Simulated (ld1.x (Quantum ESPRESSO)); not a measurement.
# u(r) = r·R(r): atom against pseudo-atom (rhenium (Re))

Columns: radius, all-electron u(r) and pseudo u(r) of the 6p shell (level -1.44 eV) of rhenium in the configuration [Xe] 4f14 5d5 6s2 6p0; LDA (PZ), scalar-relativistic, PAW scheme, ld1.x (Quantum ESPRESSO) 7.5.

```json
{"r (bohr)": "0.163", "all-electron": "-0.0758", "pseudo": "0.0032"}
{"r (bohr)": "0.325", "all-electron": "0.1114", "pseudo": "0.0125"}
{"r (bohr)": "0.488", "all-electron": "0.0562", "pseudo": "0.0278"}
{"r (bohr)": "0.650", "all-electron": "-0.0927", "pseudo": "0.0483"}
{"r (bohr)": "0.813", "all-electron": "-0.1860", "pseudo": "0.0737"}
{"r (bohr)": "0.975", "all-electron": "-0.2022", "pseudo": "0.1028"}
{"r (bohr)": "1.138", "all-electron": "-0.1631", "pseudo": "0.1352"}
{"r (bohr)": "1.300", "all-electron": "-0.0934", "pseudo": "0.1696"}
{"r (bohr)": "1.463", "all-electron": "-0.0106", "pseudo": "0.2054"}
{"r (bohr)": "1.625", "all-electron": "0.0732", "pseudo": "0.2415"}
{"r (bohr)": "1.788", "all-electron": "0.1525", "pseudo": "0.2773"}
{"r (bohr)": "1.950", "all-electron": "0.2235", "pseudo": "0.3118"}
{"r (bohr)": "2.113", "all-electron": "0.2857", "pseudo": "0.3449"}
{"r (bohr)": "2.275", "all-electron": "0.3382", "pseudo": "0.3755"}
{"r (bohr)": "2.438", "all-electron": "0.3822", "pseudo": "0.4037"}
{"r (bohr)": "2.600", "all-electron": "0.4178", "pseudo": "0.4288"}
{"r (bohr)": "2.763", "all-electron": "0.4461", "pseudo": "0.4508"}
{"r (bohr)": "2.925", "all-electron": "0.4677", "pseudo": "0.4692"}
{"r (bohr)": "3.088", "all-electron": "0.4837", "pseudo": "0.4839"}
{"r (bohr)": "3.250", "all-electron": "0.4945", "pseudo": "0.4945"}
{"r (bohr)": "3.413", "all-electron": "0.5009", "pseudo": "0.5009"}
{"r (bohr)": "3.575", "all-electron": "0.5035", "pseudo": "0.5035"}
{"r (bohr)": "3.738", "all-electron": "0.5028", "pseudo": "0.5028"}
{"r (bohr)": "3.900", "all-electron": "0.4993", "pseudo": "0.4993"}
{"r (bohr)": "4.063", "all-electron": "0.4934", "pseudo": "0.4934"}
{"r (bohr)": "4.225", "all-electron": "0.4856", "pseudo": "0.4856"}
```

Task: How many radial nodes do the two functions have?

Result: The all-electron 6p function has n − l − 1 = 4 (the table is too coarse to show those close to the nucleus); the pseudo-wave has 0, since the states of the same l below it are removed with the core.

Task: At about which radius was the pseudo-wave matched?

Result: 3.25 bohr, where the columns begin to agree (steps of 0.16 bohr).

Task: Where does each function peak?

Result: Outermost all-electron maximum near 3.58 bohr, pseudo maximum near 3.58 bohr (to the table’s step).

Task: Is the pseudo-wave norm-conserving?

Result: No, it belongs to a PAW set: the norm inside the radius is not constrained, and the difference is carried by the augmentation charge.
